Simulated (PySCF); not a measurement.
(3S)-3-fluoro-2-methylbut-1-ene (C5H9F), SMILES [C@@H](C)(F)C(=C)C. Geometry optimised at PBE-D3(BJ)/def2-SVP. One conformer was computed; it need not be the lowest.

Computed equilibrium geometry at PBE-D3(BJ)/def2-SVP (PySCF confirms it by a frequency run) as a Z-matrix (one conformer of several):
```
C
C 1 1.3464
H 2 1.0992 1 120.69
H 2 1.1011 3 118.30 1 -179.55
C 1 1.5060 2 123.43 3 -179.53
H 5 1.1065 1 111.25 2 6.29
H 5 1.1113 6 107.75 1 122.83
H 5 1.1118 6 108.12 7 114.62
C 1 1.5168 2 120.66 3 0.00
F 9 1.3953 1 110.61 2 -6.23
H 9 1.1179 10 106.88 3 123.28
C 9 1.5260 11 109.28 10 -116.67
H 12 1.1074 9 109.98 11 60.91
H 12 1.1075 13 108.24 9 121.83
H 12 1.1082 13 108.82 14 117.79
```
Charge 0, spin multiplicity 1.
